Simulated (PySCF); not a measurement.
GeH₇NSi₂, SMILES [SiH2]1[NH][GeH2][SiH2]1.

Geometry: ωB97X-D3(BJ)/def2-SVP. This is a generated structure with no PubChem entry under its InChIKey; it may be hypothetical.

Computed with PBE/def2-TZVP in PySCF.

Computed frontier levels, gap, dipole moment and polarisability:
```json
{
  "highest_occupied_level": "-5.89 eV",
  "lowest_empty_level": "-1.39 eV",
  "orbital_gap": "4.50 eV",
  "dipole_moment": "0.65 D",
  "quadrupole, principal values (traceless, Buckingham form, about the centre of nuclear charge)": "-2.97, -2.28, 5.25 D·Å",
  "mean_static_polarisability": "96.3 bohr³ (14.28 Å³)",
  "polarisability_principal_values": "80.0, 98.5, 110.5 bohr³"
}
```
